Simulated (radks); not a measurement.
The numbers below are computed, except where a source is named.
Q: Bi5+, 78 electrons, occupied as [Xe] 4f14 5d10. Code: a radial shooting solver on a logarithmic mesh with Libxc functionals. Model: Dirac Kohn-Sham, PBE, spin-unpolarised, spherical densities, point nucleus. Some entries of the table are withheld. Estimate them.

| orbital | occ. | eigenvalue (eV) | <r> (bohr) | <1/r> (bohr^-1) |
|---|---|---|---|---|
| 1s1/2 | 2 | -90578.39 | 0.01578 | 103.4 |
| 2s1/2 | 2 | -16304.59 | 0.06575 | (1) |
| 2p1/2 | 2 | -15664.83 | 0.05388 | (2) |
| 2p3/2 | 4 | -13344.57 | 0.06293 | (3) |
| 3s1/2 | 2 | -3976.976 | 0.1710 | 9.386 |
| 3p1/2 | 2 | -3688.469 | 0.1615 | 9.290 |
| 3p3/2 | 4 | -3168.939 | 0.1780 | 7.903 |
| 3d3/2 | 4 | -2697.379 | 0.1545 | 7.803 |
| 3d5/2 | 6 | -2587.271 | 0.1595 | 7.497 |
| 4s1/2 | 2 | -955.2153 | 0.3768 | 3.990 |
| 4p1/2 | 2 | -829.8399 | 0.3777 | 3.878 |
| 4p3/2 | 4 | -701.7923 | 0.4124 | 3.399 |
| 4d3/2 | 4 | -498.2232 | 0.4160 | 3.204 |
| 4d5/2 | 6 | -474.3267 | 0.4271 | 3.097 |
| 5s1/2 | 2 | -211.9845 | 0.8308 | 1.671 |
| 4f5/2 | 6 | -210.1814 | 0.4378 | 2.767 |
| 4f7/2 | 8 | -204.6870 | 0.4440 | 2.726 |
| 5p1/2 | 2 | -168.5015 | 0.8834 | 1.550 |
| 5p3/2 | 4 | -143.7235 | 0.9704 | 1.376 |
| 5d3/2 | 4 | -82.5064 | 1.172 | 1.117 |
| 5d5/2 | 6 | -79.3318 | 1.207 | 1.080 |

A: 
(1) 2s1/2 <1/r> (bohr^-1): 25.61
(2) 2p1/2 <1/r> (bohr^-1): 25.54
(3) 2p3/2 <1/r> (bohr^-1): 20.24
